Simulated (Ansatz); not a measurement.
`NB[SiH2][SeH]` + H–F → `NBF` + `[SiH3][SeH]`  (cleavage of the B–Si bond)

Computed with Ansatz on PBE0-D4/def2-TZVP structures; ΔE is electronic, products minus reactants. CBS: MP2 limit from def2 TZ/QZ plus the TZ coupled-cluster correction, frozen cores. This one scheme is used for every species. Functionals use def2-TZVPP. B3LYP here is the variant with VWN-RPA as its local correlation; programs differ in this. For Se outer-core shells are correlated without core-valence functions, which leaves a few kJ/mol of doubt a bond. Scalar relativity is left out up to krypton. Each species was taken in one conformer, which may not be the lowest.

```
             level  ΔE (kJ/mol)
           ωB97M-V       -153.2
            B2PLYP       -156.7
              PBE0       -143.7
             B3LYP       -159.9
     HF/def2-TZVPP       -181.4
    MP2/def2-TZVPP       -147.0
    MP2/def2-QZVPP       -144.9
SCS-MP2/def2-QZVPP       -151.1
```

Task: What does CCSD(T)/CBS give? (Estimate.)

Result: Computed: -142.0 kJ/mol. The listed levels differ from it by -11.2, -14.7, -1.7, -17.9, -39.4, -5.0, -2.9, -9.1 kJ/mol.

Largest T1 diagnostic among the species: 0.012.

In def2-TZVPP, CCSD(T) changes the Hartree–Fock value by +35.5 kJ/mol (the triples alone add +4.6 kJ/mol) and MP2 by +34.4 kJ/mol. The D4 term adds +9.1 kJ/mol with B3LYP and +5.2 kJ/mol with PBE0; it sums over pairs of atoms, weighted by their polarisabilities, and B3LYP, whose exchange is more repulsive, gets the larger term. From PBE to PBE0 (25 % exact exchange), in def2-TZVPP and without D4, ΔE moves by −4.3 kJ/mol.
